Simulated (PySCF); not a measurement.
AlCl₂, SMILES [Cl][Al][Cl], multiplicity 2. Atoms are numbered in the order given.

```xyz
3

Al     0.0000     0.0000     0.7762
Cl     0.0000    -1.8096    -0.2968
Cl     0.0000     1.8096    -0.2968
```
Charge 0, spin multiplicity 2.

The structure is a stationary point at r2SCAN-D4/def2-TZVP. The multiplicity is an assumed one; other spin states were not compared. The isomer is the one that the SMILES or the coordinates give; other isomers of the formula were not compared.

Computed with PySCF with PBE/def2-TZVPD.

Mulliken values depend strongly on the basis, most of all with diffuse functions as here. ESP charges are fitted to the potential on shells at 1.4 to 2.0 van der Waals radii. Atomic charges (e):

```csv
atom,meta-Löwdin,ESP fit,Mulliken,Mulliken spin
Al1,___,0.33,0.28,0.82
Cl2,___,-0.16,-0.14,0.09
Cl3,___,-0.16,-0.14,0.09
```

Q: Some entries are withheld; supply them. (An estimate is asked for; the answer gives what the named calculation found.)

A: 
- Al1, meta-Löwdin: 0.58
- Cl2, meta-Löwdin: -0.29
- Cl3, meta-Löwdin: -0.29
